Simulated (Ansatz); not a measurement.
Other settings, tried on BCl2I (BICl₂).

```yaml
crystal:
  periodic: [false, false, false]
  atoms:
    - {symbol: B, position_ang: [0.048320, 0.080947, 0.002515]}
    - {symbol: Cl, position_ang: [1.787630, 0.059706, 0.034208]}
    - {symbol: Cl, position_ang: [-0.795607, 1.602250, 0.006158]}
    - {symbol: I, position_ang: [-1.040343, -1.742912, -0.042891]}
basis:
  gaussian: {orbitals: def2-TZVPP, point_charges: [{charge: 1.00, position_ang: [5.545, 0.430, -0.447]}]}
hamiltonian: {xc: {name: wB97X-V}}
scf: {omitted_lower_state_checks: [starts]}
output: {forces: true}
```

```sh
$ ansatz run in.yaml --threads 4 --pin off --events-out ev --progress --plain --max-ram 3916MiB
```

Shortened log:

```
Functional definition: wB97X-V
  name "wB97X-V"
  cite "Mardirossian & Head-Gordon, Phys. Chem. Chem. Phys. 16, 9904 (2014) doi:10.1039/C3CP54374A"
  cite "Becke, J. Chem. Phys. 107, 8554 (1997) doi:10.1063/1.475007"
  cite "Vydrov & Van Voorhis, J. Chem. Phys. 133, 244103 (2010) doi:10.1063/1.3521275"
  parameter omega = 0.3/bohr
  parameter cx = 0.167
  parameter cx1 = 0.603
  parameter cx2 = 1.194
  parameter css0 = 0.556
  parameter css1 = -0.257
  parameter cos0 = 1.219
  parameter cos1 = -1.850
  parameter b = 6.0
  parameter c = 0.01
  exchange = spin_sum(e_x_unif_sr(omega)*poly(b97_u_x, 1 - cx, cx1, cx2)) + cx*exact_x_sr(omega) + exact_x_lr(omega)
  correlation = spin_sum(e_c_pw_same_spin*poly(b97_u_same, css0, css1))
      + integral(e_c_pw_opposite_spin*poly(b97_u_opposite, cos0, cos1)) + vv10(b, c)
these checks for a lower state are left out or cut short: starts
1178 factors; their error is unknown
198 factors; integrals over basis functions are off by at most 3.8e-5 eV
mean field evaluation 1: about -33821.2778 eV, gradient 1.6e1 eV
mean field evaluation 2: about -33821.6401 eV, gradient 1.5e1 eV
mean field evaluation 4: about -33822.1310 eV, gradient 1.1e0 eV
mean field evaluation 8: about -33822.3546 eV, gradient 1.4e-1 eV
mean field evaluation 16: about -33822.3547 eV, gradient 7.9e-5 eV
mean field -33822.35465895 eV, -1242.9486081010 hartree, gradient 7.9e-5 eV, S^2 0.000000; 0 other end points of the search recorded, 0 dependent functions left out
the calculation of the forces begins
reference -33822.35465736 eV, -1242.9486080425 hartree; 32, 32 occupied and 133, 133 virtual orbitals, 1178 factors
Total energy: -33822.35465736 eV, -1242.9486080425 hartree
Atom 0 at     0.048320     0.080947     0.002515 Å, force    -1.142581    -0.068205    -0.037360 eV/Å
Atom 1 at     1.787630     0.059706     0.034208 Å, force     0.704230     0.008904     0.015629 eV/Å
Atom 2 at    -0.795607     1.602250     0.006158 Å, force     0.260441    -0.233375     0.003756 eV/Å
Atom 3 at    -1.040343    -1.742912    -0.042891 Å, force     0.262721     0.295916     0.011139 eV/Å
Dipole moment:    -0.400061    -0.082198     0.016253 e Å
Checks for a lower state left out: starts
```

Run time 4.6 s (4 threads of Arm Neoverse V2 on a shared host).

In the def2 sets I takes a core potential; there is no spin–orbit coupling.
